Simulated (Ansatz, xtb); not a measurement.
## Ranking isomers of C5H3ClFN

4 gas-phase structures of C5H3ClFN, from a drawn sample of its isomers (lower ones may exist). Each was relaxed with GFN2-xTB:

A. `Fc1ccc(Cl)nc1`, a singlet
B. `Fc1ncccc1Cl`, a singlet
C. `Fc1ccnc(Cl)c1`, a singlet
D. `Fc1ccncc1Cl`, a singlet

Q: Make a reasoned guess at their ranking by r2SCAN-D4/def2-SVP single-point energy.

A: Calculated order at r2SCAN-D4/def2-SVP: B (0.0), C (5.3), A (15.4), D (24.8) kJ/mol.

Energies above the lowest of each column, in kJ/mol; the last columns are at PBE0-D3(BJ)/def2-SVP geometries:

| structure | GFN2-xTB | HF/STO-3G | r2SCAN-D4/def2-SVP | PBE0-D3(BJ)/def2-SVP | CCSD(T)/def2-SVP + ΔMP2/def2-TZVPP |
| --- | --- | --- | --- | --- | --- |
| B | 7.4 | 0.0 | 0.0 | 0.0 | 0.0 |
| C | 0.0 | 1.8 | 5.3 | 4.3 | 4.2 |
| A | 5.5 | 6.1 | 15.4 | 13.9 | 13.9 |
| D | 15.4 | 11.8 | 24.8 | 23.0 | 20.1 |

CCSD(T)/def2-SVP + ΔMP2/def2-TZVPP puts B lowest; GFN2-xTB picks C. ΔMP2 is the change of the MP2 energy from the smaller to the larger basis.

Over these structures GFN2-xTB departs from r2SCAN-D4/def2-SVP by 5.8 kJ/mol on average once a common shift is removed. A GFN2-xTB relaxation took about 0.067 s and the r2SCAN-D4/def2-SVP energy about 1.8 s on a shared host (Ansatz 0.2.0, xtb 6.7.1).
